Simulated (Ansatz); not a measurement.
Basis-set extrapolation for C₃H₅FSi (`FC1C=C[SiH2]1`) (PBE0-D4/def2-TZVP geometry, frozen core, Ansatz). Multiplicity 1, RHF reference.

```
                      def2-TZVPP   def2-QZVPP
                 HF  -504.926804  -504.945180
    MP2 correlation    -0.843863    -0.907919
CCSD(T) correlation    -0.917225      not run
```

Energies in hartree. Use E(X) = E(∞) + A·exp(−7.88·√X) for Hartree–Fock and E(X) = E(∞) + B·X^(−2.97) for correlation, with X = 3 and 4, and add CCSD(T) minus MP2 of the smaller set to the MP2 limit.

Question: What is the CCSD(T) energy at the basis-set limit?

Answer: HF limit: -504.945180 + (-0.018376) × 0.13774 = -504.94771. MP2 limit: -0.907919 + (-0.064056) × 0.74074 = -0.95537. Higher-order term: -0.917225 − (-0.843863) = -0.07336. Total: -505.97644 hartree, 347.6 kJ/mol below CCSD(T)/def2-TZVPP.
